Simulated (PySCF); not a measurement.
# From a computed spectrum to the compound

A species of 7 atoms with charge -1 has these harmonic modes (PBE0, small Gaussian bases with core potentials, PySCF 2.14.0):

```
cm⁻¹  km/mol  symmetry
  46    25.8         a
  51     8.9         e
  51     8.9         e
 115    46.1         a
 137     0.0         e
 137     0.0         e
 216     0.0         a
 231    50.1         e
 231    50.1         e
 333     0.0         a
 371    18.8         e
 371    18.8         e
2689     0.0         a
2690    32.8         e
2690    32.8         e
```

Task: Which species is it, and in which structure?

Result: [Dy(SH)3]− (singlet in the valence; each metal's 4f electrons, 10 of them, lie in its core potential, out of spins and levels):
```xyz
7

Dy    0.0000    0.0000   -0.0016
S     2.7676    0.5176    0.0032
H     3.0886   -0.7975   -0.0159
S    -1.8321    2.1380    0.0032
H    -0.8537    3.0735   -0.0159
S    -0.9355   -2.6557    0.0032
H    -2.2349   -2.2761   -0.0159
```
Ideal gas at 298.15 K and 1 bar: S = 444.6 J/(mol K), Cp = 124.4 J/(mol K), H − H(0 K) = 28.7 kJ/mol (rigid rotor, harmonic modes, spin degeneracy alone, that of the 4f electrons in the core included; the modes under 60 cm⁻¹ make these uncertain). An lcecp potential fixes the number of 4f electrons, so in runs with it no electron can move into or out of that shell; real Dy(II) is rare or takes another configuration.
 This is one of several that fit.
